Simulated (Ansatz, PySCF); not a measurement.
The pair A = NH3 (SMILES N) (first 4 atoms), B = H2 (SMILES [H][H]); geometry from B3LYP-D3(BJ)/def2-TZVP.
(charge 0, multiplicity 1):
```xyz
6

N      0.01522    -0.00224    -0.13803
H     -0.71301     0.61807    -0.47297
H      0.89790     0.34403    -0.49618
H     -0.14559    -0.91232    -0.55419
H      0.02112    -0.16024     2.47264
H      0.02149    -0.20912     3.21902
```

Rows in 6-31G* carry no dispersion term and start afresh at each structure (6-31G* with six Cartesian d functions).

Codes used: Ansatz (a first-principles code); PySCF for 6-31G* rows. Values without a source in brackets are computed.

Total energies (hartree), monomers frozen at their geometry in the pair:

```csv
structure,HF/aug-cc-pVTZ,PBE/def2-TZVPPD,B3LYP/6-31G*
AB,-57.3531304,-57.6801810,-57.7254444
A in the pair's basis,-56.2202742,-56.5127339,-56.5489043
B in the pair's basis,-1.1329407,-1.1661572,-1.1755039
A,-56.2202533,-56.5126157,-56.5477567
B,-1.1329282,-1.1661501,-1.1754644
```

### Question
Work out the interaction energy without and with the counterpoise correction, and the superposition error, for each level.

### Answer

E(AB) − E(A) − E(B), times 627.509 kcal/mol, with the monomers in their own basis and then in the pair's basis:
- HF/aug-cc-pVTZ: 0.03 uncorrected, 0.05 corrected; the monomers gain 0.02 kcal/mol from borrowed functions
- PBE/def2-TZVPPD: -0.89 uncorrected, -0.81 corrected; the monomers gain 0.08 kcal/mol from borrowed functions
- B3LYP/6-31G*: -1.40 uncorrected, -0.65 corrected; the monomers gain 0.74 kcal/mol from borrowed functions
